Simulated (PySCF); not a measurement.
aminoborane (H₄BN), singlet, at a GFN2-xTB geometry. Base run: PySCF with PBE0/cc-pVDZ.

PySCF was given this input:
```python
from pyscf import gto, scf, dft

mol = gto.M(
    atom='''
B    -0.773072    0.038104   -0.006109
N     0.602765   -0.029710    0.004763
H    -1.389463   -0.957864   -0.026227
H    -1.288779    1.089872    0.005064
H     1.203192    0.777969    0.021946
H     1.121057   -0.892529   -0.003580
''',
    basis='cc-pvdz',
    charge=0,
    spin=0,
    verbose=3,
)

mf = dft.RKS(mol)
mf.xc = 'pbe0'
mf.kernel()
mf.analyze()
```

The base run was repeated with changes; each row names its change, and settings that it needs were set with it.

```
change                                         ΔE vs base (µEh)  fitting functions  dipole (D)
---------------------------------------------  ----------------  -----------------  ----------
base                                                        0.0                  -        2.16
auxbasis = cc-pvtz-jkfit                                  -15.8                278        2.16
auxbasis = def2-svp-ri                                    -3753                152        2.16
auxbasis = def2-universal-jfit                              393                142        2.16
auxbasis = def2-tzvp-ri                                   -78.3                212        2.16
auxbasis = def2-universal-jkfit                           -28.1                224        2.16
auxbasis = even-tempered beta=2.0                          -0.9                336        2.16
auxbasis = even-tempered beta=3.0                          -128                225        2.16
auxbasis = autoaux                                         -2.1                321        2.16
only_dfj = on; auxbasis = def2-universal-jfit              -116                142        2.16
```

A fitting set is made for a task (jfit for Coulomb, jkfit for Coulomb and exchange, ri for correlation) and for a family of orbital bases.
